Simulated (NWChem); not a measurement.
System: HSO4 anion

Here is an NWChem input.

```
start job
memory heap 200 mb stack 900 mb global 1100 mb
charge -1
geometry units angstroms noautoz
  O      0.890544    -0.162466     1.241799
  S      0.074004    -0.175453    -0.002418
  O      0.880470    -0.120759    -1.252440
  O     -1.061572    -1.122725    -0.012921
  O     -0.740546     1.331408     0.024141
  H     -0.033198     1.991139     0.011046
end
basis spherical
  * library def2-svpd
end
dft
  xc xcamb88 1.00 lyp 0.81 vwn_5 0.19 hfexch 1.00
  cam 0.33 cam_alpha 0.19 cam_beta 0.46
  iterations 150
  mulliken
end
task dft energy
```

Parts of the log:

```
             Northwest Computational Chemistry Package (NWChem) 7.3.0
             --------------------------------------------------------

 C1  symmetry detected

                             Geometry "geometry" -> ""
                             -------------------------

 Output coordinates in angstroms (scale by  1.889725989 to convert to a.u.)

  No.       Tag          Charge          X              Y              Z
 ---- ---------------- ---------- -------------- -------------- --------------
    1 O                    8.0000     0.71290106    -0.49206138     1.25353837
    2 S                   16.0000    -0.01106237    -0.15641120    -0.00272517
    3 O                    8.0000     0.76629750    -0.44078487    -1.23997094
    4 O                    8.0000    -1.43898260    -0.53928178    -0.04042587
    5 O                    8.0000    -0.11819783     1.55308942     0.02820659
    6 H                    1.0000     0.80085274     1.85488813     0.03281759

 Effective nuclear repulsion energy (a.u.)     270.1981207424

                                 NWChem DFT Module
                                 -----------------

 Summary of "ao basis" -> "ao basis" (spherical)
 ------------------------------------------------------------------------------
       Tag                 Description            Shells   Functions and Types
 ---------------- ------------------------------  ------  ---------------------
 O                         def2-svpd                 9       23   4s3p2d
 S                         def2-svpd                11       27   5s4p2d
 H                         def2-svpd                 4        8   2s2p

            General Information
            -------------------
          SCF calculation type: DFT
          Wavefunction type:  closed shell.
          No. of atoms     :     6
          No. of electrons :    50
           Alpha electrons :    25
            Beta electrons :    25
          Charge           :    -1
          Spin multiplicity:     1
          Use of symmetry is: off; symmetry adaption is: off
          Maximum number of iterations: 150
          AO basis - number of functions:   127
                     number of shells:    51
          Convergence on energy requested:  1.00D-06
          Convergence on density requested:  1.00D-05
          Convergence on gradient requested:  5.00D-04

              XC Information
              --------------
                     Hartree-Fock (Exact) Exchange  1.000
                   CAM-Becke88 Exchange Functional  1.000
                      VWN V Correlation Functional  0.190 local
              Lee-Yang-Parr Correlation Functional  0.810

           Range-Separation Parameters
           ---------------------------
           Alpha           :  0.19
           Beta            :  0.46
           Gamma           :  0.33
           Short-Range HF  :     F

             Grid Information
             ----------------
          Grid used for XC integration:  medium
          Radial quadrature: Mura-Knowles
          Angular quadrature: Lebedev.
          Tag              B.-S. Rad. Rad. Pts. Rad. Cut. Ang. Pts.
          ---              ---------- --------- --------- ---------
          O                   0.60       49          10.0       434
          S                   1.00       88          10.0       590
          H                   0.35       45          11.0       434
          Grid pruning is: on
          Number of quadrature shells:   329
          Spatial weights used:  Erf1

      Superposition of Atomic Density Guess
      -------------------------------------

 Sum of atomic energies:        -696.62809861

 Renormalizing density from      49.00 to     50

      Non-variational initial energy
      ------------------------------

 Total energy =    -706.973155
 1-e energy   =   -1530.477639
 2-e energy   =     553.306363
 HOMO         =      -0.086723
 LUMO         =       0.212929

     ---------------------------------------------
      Total Density - Mulliken Population Analysis
     ---------------------------------------------

    Atom       Charge   Shell Charges
 -----------   ------   -------------------------------------------------------
    1 O    8     9.24   1.99  1.09  0.77  0.03  2.90  2.17  0.28  0.01  0.01
    2 S   16    12.73   2.00  1.98  0.83 -0.11 -0.03  5.89  1.05  0.85 -0.07  0.44 -0.10
    3 O    8     9.24   1.99  1.09  0.77  0.03  2.90  2.17  0.28  0.01  0.01
    4 O    8     9.25   1.99  1.09  0.77  0.04  2.89  2.16  0.28  0.01  0.01
    5 O    8     8.83   1.99  1.07  0.70  0.03  2.79  2.01  0.23  0.01  0.01
    6 H    1     0.72   0.60  0.06  0.05  0.01

   convergence    iter        energy       DeltaE   RMS-Dens  Diis-err
 ---------------- ----- ----------------- --------- --------- ---------
 d= 0,ls=0.0,diis     1   -698.9323131904 -9.69D+02  2.31D-02  3.47D+00
 d= 0,ls=0.0,diis     2   -698.8455507864  8.68D-02  1.23D-02  5.01D+00
 d= 0,ls=0.0,diis     3   -699.3017530406 -4.56D-01  1.76D-03  1.34D-01
 d= 0,ls=0.0,diis     4   -699.3126112504 -1.09D-02  5.68D-04  1.33D-02
 d= 0,ls=0.0,diis     5   -699.3137044063 -1.09D-03  1.78D-04  1.97D-03
  Resetting Diis
 d= 0,ls=0.0,diis     6   -699.3138793962 -1.75D-04  3.22D-05  2.19D-05
 d= 0,ls=0.0,diis     7   -699.3138819724 -2.58D-06  1.56D-05  1.98D-06
 d= 0,ls=0.0,diis     8   -699.3138818776  9.48D-08  8.32D-06  3.88D-06

         Total DFT energy =     -699.313881877592
      One electron energy =    -1510.729298613882
           Coulomb energy =      601.810104306040
    Exchange-Corr. energy =      -60.592808312134
 Nuclear repulsion energy =      270.198120742384

 Numeric. integr. density =       50.000004315363

                       DFT Final Molecular Orbital Analysis
                       ------------------------------------

 Vector   23  Occ=2.000000D+00  E=-1.929926D-01
              MO Center= -4.2D-01, -3.1D-01, -4.1D-02, r^2= 2.6D+00
   Bfn.  Coefficient  Atom+Function         Bfn.  Coefficient  Atom+Function
  ----- ------------  ---------------      ----- ------------  ---------------
    79      0.399580  4 O  py                82      0.292320  4 O  py
    56     -0.262546  3 O  py                 6     -0.244683  1 O  py
    78     -0.227724  4 O  px                59     -0.188888  3 O  py
     9     -0.176417  1 O  py               101      0.149727  5 O  px
    55     -0.134676  3 O  px                 5     -0.131941  1 O  px

 Vector   24  Occ=2.000000D+00  E=-1.780953D-01
              MO Center=  4.3D-01,  1.1D-02,  2.9D-02, r^2= 2.8D+00
   Bfn.  Coefficient  Atom+Function         Bfn.  Coefficient  Atom+Function
  ----- ------------  ---------------      ----- ------------  ---------------
     6      0.367188  1 O  py                56     -0.364013  3 O  py
   103     -0.331295  5 O  pz                 9      0.268347  1 O  py
    59     -0.265358  3 O  py               106     -0.235273  5 O  pz
     7      0.150261  1 O  pz                80      0.137516  4 O  pz
    57      0.133962  3 O  pz                12      0.109771  1 O  py

 Vector   25  Occ=2.000000D+00  E=-1.555324D-01
              MO Center=  5.4D-02, -4.8D-01, -6.3D-03, r^2= 2.7D+00
   Bfn.  Coefficient  Atom+Function         Bfn.  Coefficient  Atom+Function
  ----- ------------  ---------------      ----- ------------  ---------------
    80      0.376066  4 O  pz                 5      0.338303  1 O  px
    55     -0.328644  3 O  px                83      0.276836  4 O  pz
     8      0.248392  1 O  px                58     -0.241355  3 O  px
    57     -0.213905  3 O  pz                 7     -0.199703  1 O  pz
    60     -0.157829  3 O  pz                10     -0.147339  1 O  pz

 Vector   26  Occ=0.000000D+00  E= 1.661596D-01
              MO Center=  9.6D-01,  1.6D+00,  2.9D-02, r^2= 8.9D+00
   Bfn.  Coefficient  Atom+Function         Bfn.  Coefficient  Atom+Function
  ----- ------------  ---------------      ----- ------------  ---------------
    28      4.492176  2 S  s                100     -2.035930  5 O  s
    27      1.858236  2 S  s                 54     -1.627009  3 O  s
     4     -1.604186  1 O  s                 39      1.075918  2 S  py
   108      0.836455  5 O  py                38      0.640174  2 S  px
    77     -0.573439  4 O  s                 63     -0.343496  3 O  pz

 Vector   27  Occ=0.000000D+00  E= 2.012233D-01
              MO Center= -5.2D-01, -1.7D+00, -3.4D-02, r^2= 1.2D+01
   Bfn.  Coefficient  Atom+Function         Bfn.  Coefficient  Atom+Function
  ----- ------------  ---------------      ----- ------------  ---------------
    39     -2.463352  2 S  py                77     -2.273017  4 O  s
    28      2.260802  2 S  s                 27      1.473661  2 S  s
   100      1.202037  5 O  s                 38     -1.019216  2 S  px
     4     -0.918942  1 O  s                 54     -0.886187  3 O  s
    84     -0.606460  4 O  px                36     -0.418009  2 S  py

 Vector   28  Occ=0.000000D+00  E= 2.084472D-01
              MO Center= -7.5D-02,  6.5D-02, -1.4D-03, r^2= 1.6D+01
   Bfn.  Coefficient  Atom+Function         Bfn.  Coefficient  Atom+Function
  ----- ------------  ---------------      ----- ------------  ---------------
    38      3.214756  2 S  px                77      1.812950  4 O  s
    54     -1.307649  3 O  s                  4     -1.235932  1 O  s
    39     -1.089021  2 S  py               100      0.870099  5 O  s
   107     -0.623422  5 O  px               108     -0.584149  5 O  py
    35      0.529180  2 S  px                11     -0.416409  1 O  px

     ---------------------------------------------
      Total Density - Mulliken Population Analysis
     ---------------------------------------------

[...]
```

Level: CAM-B3LYP/def2-SVPD. The geometry was optimised at B3LYP/def2-SVPD. No frequency run checked for a minimum.
